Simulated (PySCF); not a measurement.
C5H7NO.
SMILES with atom numbers: `[N:1]#[C:2][C@H:3]1[CH2:4][CH2:5][O:6][CH2:7]1` (hydrogens: H8 on C3; H9, H10 on C4; H11, H12 on C5; H13, H14 on C7)

All values: CAM-B3LYP/def2-SVPD (PySCF, non-relativistic), on one gas-phase PBE0-D3(BJ)/def2-SVP geometry that isn't relaxed in the solvent. The solvent is an IEF-PCM continuum (Bondi radii, 1.10 Å for H, scaled by 1.2). The model holds no explicit solvent molecules, cavitation or dispersion.

Gas phase at CAM-B3LYP/def2-SVPD: HOMO -9.60 eV, LUMO 0.91 eV, dipole 3.06 D.

What does the continuum do to the energy, the frontier levels and the dipole at CAM-B3LYP/def2-SVPD in cyclohexane and water?

| solvent | ε | E(solvent) − E(gas) (kJ/mol) | polarisation term (kJ/mol) | distortion of the solute (kJ/mol) | HOMO (eV) | LUMO (eV) | dipole (D) |
| --- | --- | --- | --- | --- | --- | --- | --- |
| cyclohexane | 2.017 | -14.40 | -15.54 | 1.14 | -9.46 | 1.08 | 3.40 |
| water | 78.36 | -36.44 | -43.87 | 7.43 | -9.31 | 1.28 | 3.87 |

Polarisation term: ½ Σ q·V over the induced surface charges. Distortion: the rise of the solute's own energy as its density leaves the gas-phase optimum. From cyclohexane to water the lowering changes by a factor 2.53, Onsager's factor (ε − 1)/(2ε + 1) by 2.43 and ε itself by 38.9.

Which radius a makes the point-dipole formula ΔE = −[(ε − 1)/(2ε + 1)]·μ²/a³ give the value in water, with the gas-phase dipole?

μ = 1.203 au and |ΔE| = 0.01388 Eh give a = 1.96 Å; the farthest nucleus lies 3.12 Å from the centroid of the nuclei, so such a sphere wouldn't even hold the nuclei. The formula assumes a rigid point dipole at the centre of a sphere.

How does the static polarisability (CAM-B3LYP/def2-SVPD, frozen core, with the continuum's full static response) change?

```
     medium  isotropic (au)  principal values (au)  ⟨r²⟩ of the electrons (bohr²)
        gas            63.5       54.9, 59.7, 76.0                          743.7
cyclohexane            70.8       61.2, 66.3, 84.8                          744.4
      water            84.7      74.9, 79.1, 100.0                          745.7
```

The isotropic value in water is 1.33 times the gas-phase one; no cavity-field correction is applied. ⟨r²⟩ is taken about the centre of nuclear charge.
